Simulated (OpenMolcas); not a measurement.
GeSiH5 (SMILES [SiH2][GeH3]): the energy, rung by rung

The species is GeSiH5 (7 atoms), meant as a doublet with charge 0. As SMILES, `[SiH2][GeH3]`. The coordinates come from a PBE0-D4/def2-TZVP relaxation.

```xyz
7

Si   -0.0947   -1.4236   -0.1634
Ge    0.2887    0.9147   -0.0977
H     0.1732   -2.1034    1.1339
H    -1.4564   -1.7847   -0.6454
H     0.0371    1.5171   -1.4890
H    -0.6338    1.6229    0.9132
H     1.7469    1.1891    0.3027
```

Quantity: the energy change with the Si1–H3 bond stretched from 1.489 to 1.712 Å, in eV. The values are calculated.

```tsv
level	kind	program	value (eV)	CPU time (all runs)
UHF/aug-cc-pVDZ	Hartree–Fock	OpenMolcas	0.34	32 s
UBLYP/aug-cc-pVDZ	GGA	OpenMolcas	0.24	2 min
U-r2SCAN/aug-cc-pVDZ	meta-GGA	OpenMolcas	0.29	2.8 min
UM06-L/aug-cc-pVDZ	meta-GGA	OpenMolcas	0.30	3.1 min
UTPSS/aug-cc-pVDZ	meta-GGA	OpenMolcas	0.28	2.9 min
UBHLYP/aug-cc-pVDZ	global hybrid	OpenMolcas	0.33	2.2 min
UM06-2X/aug-cc-pVDZ	hybrid meta-GGA	OpenMolcas	0.32	2.7 min
UPBE0/aug-cc-pVDZ	global hybrid	OpenMolcas	0.29	2 min
```

All-electron rows without a relativistic Hamiltonian named are non-relativistic. The first shape isn't each level's own minimum. The values span 0.24 to 0.34 eV. Times are those of the runs behind each value, whatever else they computed, on shared processors of several kinds: orders of magnitude only.
